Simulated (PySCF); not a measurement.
Constitutional and geometric isomers with formula C3H5N. Isolated molecules, 0 K electronic values unless said otherwise. One relaxed conformer stands for each flexible species; it need not be the lowest. Strings in code marks are SMILES.

The four lowest singlet excitations (Tamm–Dancoff). Level of theory: PBE0-D4/def2-TZVP run with PySCF. Excitations are Tamm–Dancoff values on a coarser integration grid. The basis has no diffuse functions, so Rydberg states are missing or too high.

| state | energy (eV) | wavelength (nm) | oscillator strength |
|---|---|---|---|
| S1 | 4.68 | 265 | 0.004 |
| S2 | 6.86 | 181 | 0.794 |
| S3 | 7.47 | 166 | 0.002 |
| S4 | 7.64 | 162 | 0.000 |

Which member gives these states?
(A) `C=CN=C` (C–C–N–C torsion 180°)
(B) `C=C=NC`
(C) `[H]/N=C\C=C` (C–C–C–N torsion 180°)
(D) `NC1=CC1`

C, `[H]/N=C\C=C` (C–C–C–N torsion 180°)
